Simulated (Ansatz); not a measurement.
Consider the hydrogenolysis of the Al–O bond: `C=[CH][Al]([CH3])[OH]` + H₂ → `C=[CH][AlH][CH3]` + H₂O.

Calculated with Ansatz (gas phase, PBE0-D4/def2-TZVP geometries, no zero-point term in ΔE). CBS: MP2 limit from def2 TZ/QZ plus the TZ coupled-cluster correction, frozen cores. This one scheme is used for every species. Functionals use def2-TZVPP. Each species was taken in one conformer, which may not be the lowest.

(1) Is it downhill or uphill in electronic energy at CCSD(T)/CBS, and by how much? (An estimate is asked.)

(2) What do these levels give: PBE-D4, revPBE-D4, r2SCAN-D4, B97M-V, PBE, HF/CBS(def2)? (Best estimate.)

Largest T1 diagnostic among the species: 0.012.

Answers

(1) Ansatz gave: Uphill: ΔE = +125.0 kJ/mol.

(2) Computed: PBE-D4 122.2, revPBE-D4 122.2, r2SCAN-D4 132.1, B97M-V 116.3, PBE 119.8, HF/CBS(def2) 112.9 kJ/mol.

Leaving LDA and LC-ωPBE aside and taking each functional with its dispersion term where it has one, the values spread over 15.8 kJ/mol, from B97M-V to r2SCAN-D4. LDA lies +3.4 kJ/mol from PBE without D4. The D4 term adds +3.7 kJ/mol with B3LYP and +2.1 kJ/mol with PBE0; it sums over pairs of atoms, weighted by their polarisabilities, and B3LYP, whose exchange is more repulsive, gets the larger term. From PBE to PBE0 (25 % exact exchange), in def2-TZVPP and without D4, ΔE moves by −3.3 kJ/mol.

B3LYP here is the variant with VWN-RPA as its local correlation; programs differ in this.
